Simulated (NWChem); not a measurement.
Molecule: SiH₂SeOF₂; SMILES O[Si]([SeH])(F)F

```xyz
7

O      1.0307    -1.4998     1.0897
Si    -0.0033    -0.8361     0.0140
F     -1.5281    -1.2473     0.3149
F      0.3961    -1.4858    -1.3953
Se    -0.0143     1.4115    -0.0274
H      1.0334    -1.1428     1.9828
H      1.4413     1.4544    -0.2395
```
Atoms are numbered in this order, from 1.

All runs: NWChem. Pople sets run with spherical d functions. Medium grid unless said otherwise, to which SCAN and Minnesota functionals are sensitive. Coordinates come from a PBE0/def2-SVP optimisation. Hybrids' shares of exact exchange are those that their runs print; pure functionals count as 0. The functionals differ in more than this share.

| row | share of exact exchange | orbital gap (eV) |
|---|---|---|
| PBE/6-31G* | 0.00 | 5.53 |
| N12/6-31G* | 0.00 | 5.51 |
| TPSSh/6-31G* | 0.10 | 6.62 |
| B3LYP/6-31G* | 0.20 | withheld |
| PBE0/6-31G* | 0.25 | 7.70 |
| r2SCAN0/6-31G* | 0.25 | 8.05 |

### Question
Fit a straight line of the last column on the one before it, predict the withheld value, and compare with the run.

### Answer

1. Means of the 5 shown rows: x = 0.120, y = 6.682. Slope Σ(x − x̄)(y − ȳ)/Σ(x − x̄)² = 0.5903/0.06300 = 9.370; intercept 5.558.
2. The shown rows scatter about the line by 0.127 (root mean square); the largest residual is -0.20, at PBE0/6-31G*.
3. At x = 0.20 (B3LYP/6-31G*; inside the shown range) the line gives 7.43.
4. The run gives 7.18, -0.25 from the line, 2.0 times the scatter.
